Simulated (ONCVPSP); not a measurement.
## Transferability test, ONCV potential for P (Z = 15)

```
Element                 : phosphorus
Generator               : ONCVPSP 4.0.1
Type                    : optimised norm-conserving Vanderbilt (ONCV)
Functional              : PBE
Relativity              : scalar-relativistic
Frozen core             : [Ne]
Valence charge          : 5
Reference configuration : 3s2 3p3
Partial waves           : 3s: rc 1.25 bohr, ncon 4, nbas 7, qcut 4.2 1/bohr, 2 projectors, debl 1 Ha; 3p: rc 1.55 bohr, ncon 4, nbas 7, qcut 4.5 1/bohr, 2 projectors, debl 3.4 Ha; d scattering state at 0.25 Ha: rc 1.15 bohr, ncon 3, nbas 8, qcut 9.2 1/bohr, 1 projector
Local potential         : polynomial inside 1.05 bohr (lpopt 5, dvloc0 0 Ha)
Core correction         : Teter function, fcfact 4.25, rcfact 1.1
```

Energies are relative to the spin-unpolarised reference configuration 3s2 3p3; without spin polarisation the order of configurations can differ from experiment.

```json
{"valence configuration": "3s2 3p0", "charge": "+3", "ΔE all-electron (eV)": "58.616", "error AE − PS (meV)": "+24"}
{"valence configuration": "3s1 3p0", "charge": "+4", "ΔE all-electron (eV)": "110.621", "error AE − PS (meV)": "+174"}
```

What are ΔE and the potential's error for 3s2 3p2?

ΔE = 9.730 eV all-electron; the error (AE − PS) is -0.5 meV.

What are ΔE and the potential's error for 3s2 3p1?

ΔE = 28.877 eV all-electron; the error (AE − PS) is +2.2 meV.

Levels in the configuration 3s2 3p0:

```csv
level,all-electron (eV),pseudo (eV)
3s,-45.613,-45.560
```

Note: ghosts flagged at negative energy: s at -157.1 eV; no localised positive-energy state flagged. A true bound ghost makes a file unfit for plane-wave use.
